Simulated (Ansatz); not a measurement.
Consider the substitution at a C–Ge bond: `[CH3][GeH]([CH3])[Cl]` + `O[Si]S` → `CS[Si]O` + `[CH3][GeH2][Cl]`.

Isolated molecules relaxed with PBE0-D4/def2-TZVP in Ansatz; ΔE leaves out vibrations. CCSD(T)/CBS is the MP2 limit (def2-TZVPP, def2-QZVPP) plus CCSD(T) − MP2 in def2-TZVPP, frozen cores. This one scheme is used for every species. Functionals use def2-TZVPP. For Ge outer-core shells are correlated without core-valence functions, which leaves a few kJ/mol of doubt a bond. Scalar relativity is left out up to krypton. Each species was taken in one conformer, which may not be the lowest.

```
                species  r2SCAN-D4 energy (Eh)
`[CH3][GeH]([CH3])[Cl]`            -2617.64712
               `O[Si]S`             -764.12113
              `CS[Si]O`             -803.42524
      `[CH3][GeH2][Cl]`            -2578.32830
```

Q: Work out ΔE.

A: ΔE = (-803.42524) + (-2578.32830) − (-2617.64712) − (-764.12113) = 0.01471 Eh = +0.40 eV. CCSD(T)/CBS gives +0.44 eV.

Largest T1 diagnostic among the species: 0.015.

In def2-TZVPP, CCSD(T) changes the Hartree–Fock value by +0.06 eV (the triples alone add −0.01 eV) and MP2 by +0.06 eV.
